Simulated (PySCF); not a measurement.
AlClH2OSe.

```xyz
6

Al     0.4340    -0.6304     0.0000
Cl    -0.9724    -2.1915     0.0000
O      2.1016    -0.9255     0.0000
H      2.5356    -1.7830     0.0000
Se    -0.2818     1.5481     0.0000
H      1.1196     2.0024     0.0000
```

Geometry: r2SCAN-D4/def2-SVP. The structure was generated by enumeration; whether it is a known compound was not checked. The values are those of a single conformer.

These are PySCF with B3LYP/pcSseg-1 values and carry that method's errors. Non-relativistic, no solvent.

Computed absolute GIAO shielding of each atom: isotropic value and principal components (ppm):
```csv
atom,σ(iso),σ11,σ22,σ33,span
Al1,395.6,354.8,367.7,464.2,109.4
Cl2,920.3,821.9,860.1,1078.8,256.8
O3,277.1,237.3,266.9,326.9,89.6
H4,29.0,21.2,22.6,43.2,22.0
Se5,2252.9,2027.5,2149.5,2581.7,554.2
H6,31.0,20.9,26.2,46.0,25.0
```
